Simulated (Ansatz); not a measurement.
CH2BFO (`FC1BO1`), relaxed with RKS PBE0-D4/def2-TZVP in Ansatz from a PBE-D4/def2-SVP geometry. The force threshold is 0.005 eV/Å; the program also tests the step.

The species carries charge 0 and has multiplicity 1.

Start:

```xyz
6

F    -1.568    0.333   -0.661
C    -0.560   -0.284    0.009
B     0.757    0.435    0.278
O     0.686   -0.383   -0.792
H    -0.889   -1.266    0.395
H     1.575    1.165    0.771
```

```tsv
step	energy (eV)	largest force (eV/Å)	largest move (Å)
1	-6504.8181	0.779	0.000
2	-6504.8421	0.418	0.019
3	-6504.8472	0.100	0.011
4	-6504.8476	0.063	0.004
5	-6504.8477	0.020	0.002
6	-6504.8477	0.005	0.001
```

End:

```xyz
6

F    -1.550    0.330   -0.654
C    -0.546   -0.288    0.009
B     0.753    0.432    0.278
O     0.671   -0.379   -0.783
H    -0.881   -1.248    0.389
H     1.553    1.153    0.761
```

Hardware: 2 threads of an Arm Neoverse V1 on a shared host. Wall time 15 s, peak host memory 0.21 GiB.
